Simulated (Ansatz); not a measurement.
A further run on (KI)4 cube (K₄I₄).

```yaml
crystal:
  periodic: [false, false, false]
  atoms:
    - {symbol: I, position_ang: [-1.575481, -1.016706, -2.477217]}
    - {symbol: I, position_ang: [3.034852, 0.120062, -0.672932]}
    - {symbol: I, position_ang: [-0.996976, 2.826775, 0.760277]}
    - {symbol: I, position_ang: [-0.460397, -1.933205, 2.388836]}
    - {symbol: K, position_ang: [0.411838, 1.725232, -2.132818]}
    - {symbol: K, position_ang: [0.889137, -2.522137, -0.678406]}
    - {symbol: K, position_ang: [1.406960, 0.907316, 2.211248]}
    - {symbol: K, position_ang: [-2.709933, -0.107326, 0.601021]}
basis:
  gaussian: {orbitals: def2-SVPD}
hamiltonian: {xc: {name: PBE-QIDH}}
output: {forces: true}
```

```sh
$ ansatz run in.yaml --threads 4 --pin off --events-out ev --progress --plain --max-ram 4787MiB
```

It prints (some lines left out):

```
Functional definition: PBE-QIDH
2804 factors; integrals over basis functions are off by at most 1.4e-4 eV
mean field evaluation 1: about -97636.3175 eV, gradient 2.1e1 eV
mean field evaluation 2: about -97636.5162 eV, gradient 2.1e1 eV
mean field evaluation 4: about -97638.1184 eV, gradient 8.9e-1 eV
mean field evaluation 8: about -97638.1286 eV, gradient 9.4e-2 eV
mean field evaluation 16: about -97638.1286 eV, gradient 2.9e-5 eV
mean field -97638.12862821 eV, -3588.1350455862 hartree, gradient 4.7e-6 eV, S^2 0.000000; 0 other end points of the search recorded, 0 dependent functions left out
36 core orbitals not correlated: weight in the atoms' cores, before any rotation towards them, 1.000 or more for the frozen orbitals, at most 0.000 for the correlated occupied ones
reference -97638.12865364 eV, -3588.1350465205 hartree; 52, 52 occupied and 160, 160 virtual orbitals, 2804 factors
second order -22.69837489 eV of doubles, -0.00000000 eV of singles
Total energy: -97645.69477860 eV, -3588.4130964845 hartree
Atom 0 at    -1.575481    -1.016706    -2.477217 Å, force    -0.007366    -0.005967    -0.012502 eV/Å
Atom 1 at     3.034852     0.120062    -0.672932 Å, force     0.013062    -0.001191    -0.003138 eV/Å
Atom 2 at    -0.996976     2.826775     0.760277 Å, force    -0.007605     0.023247     0.006311 eV/Å
Atom 3 at    -0.460397    -1.933205     2.388836 Å, force    -0.001900    -0.010055     0.011429 eV/Å
Atom 4 at     0.411838     1.725232    -2.132818 Å, force    -0.003521    -0.012025     0.015047 eV/Å
Atom 5 at     0.889137    -2.522137    -0.678406 Å, force    -0.003600     0.011774     0.002932 eV/Å
Atom 6 at     1.406960     0.907316     2.211248 Å, force    -0.010380    -0.006289    -0.015278 eV/Å
Atom 7 at    -2.709933    -0.107326     0.601021 Å, force     0.021310     0.000506    -0.004802 eV/Å
Dipole moment:    -0.004133     0.006390     0.002095 e Å
```

It took 62 s on 4 threads of Intel Xeon Platinum 8259CL on a shared host, peak host memory 1.9 GiB.

In the def2 sets I takes a core potential; there is no spin–orbit coupling. Correlated methods freeze 36 core orbitals; core or outer-core shells of I, K are correlated, in sets that lack core-valence functions.
